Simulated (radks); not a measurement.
Values are calculated unless marked as measured or tabulated.
All-electron atom: Ce2+ in [Xe] 4f2 (the NIST ground configuration). Code: a radial shooting solver on a logarithmic mesh with Libxc functionals. Model: scalar-relativistic Kohn-Sham, LDA (Slater exchange, Perdew-Wang correlation), spin-polarised, spherical densities, finite nucleus; open shells are filled with parallel spins first (spin-orbit coupling, left out, can overturn this in heavy ions); Fermi nuclear charge, rms radius 4.8771 fm; hard spherical wall at 10 bohr.

Local quantities along the radius. ELF = 1/(1 + alpha^2) is the electron localisation function; alpha = (tau - tau_W)/tau_unif compares the Pauli kinetic energy density with that of the uniform gas (summed over spins); s = |grad rho|/(2 (3 pi^2)^(1/3) rho^(4/3)) is the reduced gradient; 4 pi r^2 rho is in e/bohr. tau is taken from the large components.

r (bohr),ELF,alpha,s,4 pi r^2 rho
0.001348,0.999,0.02427,0.7061,4.558
0.001812,0.999,0.02539,0.6309,7.384
0.002417,0.999,0.02750,0.5804,11.60
0.003249,0.999,0.03122,0.5480,18.00
0.004368,0.999,0.03753,0.5330,27.02
0.005826,0.998,0.04809,0.5342,38.44
0.007833,0.995,0.06788,0.5524,52.11
0.01053,0.989,0.1074,0.5893,65.42
0.01405,0.965,0.1916,0.6435,74.33
0.01888,0.863,0.3983,0.7058,75.86
0.02539,0.571,0.8670,0.7139,70.57
0.03386,0.335,1.410,0.5552,67.03
0.04553,0.413,1.191,0.3223,75.64
0.06121,0.674,0.6948,0.2984,93.70
0.08164,0.738,0.5957,0.4170,99.33
0.1098,0.495,1.010,0.5038,83.11
0.1476,0.345,1.379,0.3039,73.64
0.1968,0.637,0.7553,0.2391,84.91
0.2646,0.744,0.5864,0.4674,75.09
0.3558,0.318,1.465,0.6604,40.19
0.4745,0.349,1.365,0.1973,32.33
0.638,0.751,0.5752,0.3359,36.11
0.8578,0.554,0.8966,0.6401,22.11
1.144,0.282,1.597,0.6078,10.99
1.538,0.612,0.7959,0.5275,7.725
2.068,0.724,0.6168,0.9342,4.195
2.758,0.393,1.242,1.895,1.216
3.708,0.030,5.647,4.653,0.1565
4.986,0.000,51.93,13.43,0.009076
6.65,0.000,449.4,40.58,0.0003378

On this mesh the ELF has minima near r = 0.039, 0.15, 0.41, 1.1 bohr, which separate the shells, and maxima near 0.071 (0.74), 0.26 (0.74), 0.64 (0.75), 1.8 (0.73).
